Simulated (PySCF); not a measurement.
## A computed series [M(NH3)2]3+

Computed with PySCF 2.14.0, TPSS, def2-SVP on the ligands, density fitting, scalar-relativistic core potentials, no spin-orbit coupling, vacuum. Each member is relaxed from one template within its symmetry. Distances are means of the shortest metal–ligand contacts, charges and spins Mulliken's; removal energies are rigid, with the ligand's formal charge and no counterpoise, so too large; for an anion taken off a cation in vacuum most of it is the attraction of opposite charges, and multiply charged cations can part far more cheaply with an electron moved from ligand to metal. lcecp potentials hold a fixed number of 4f electrons in the core, out of states, spins and gaps.

```tsv
metal	basis on the metal	point group	M–NH3 (Å)	charge on M (e)	removal of one NH3 (eV)	unstable modes (below −25 cm⁻¹)
Ce	lcecp-1-SVP with ECP47	C1	2.519	2.15	4.24	not given
Nd	lcecp-1-SVP with ECP49	C1	2.457	2.09	4.48	not given
Gd	lcecp-1-SVP with ECP53	C1	2.407	2.08	4.66	not given
Yb	lcecp-1-SVP with ECP59	C1	2.322	2.02	5.04	not given
```

**Question.** A further member has point group C1, M–NH3 (Å) 2.422, charge on M (e) 2.08, removal of one NH3 (eV) 4.60. Which metal is it?

**Answer.** Eu, lcecp-1-SVP with ECP52. The answer isn't unique; the calculation gave this one.

From Ce to Yb the M–NH3 distance shrinks by 0.20 Å, the lanthanide contraction, and the energy to remove one NH3 rises by 0.80 eV.

Moved off a saddle point of the template and relaxed again: Ce, Nd, Eu, Gd, Yb. One start shape was tried for each, so a minimum needn't be the lowest isomer.
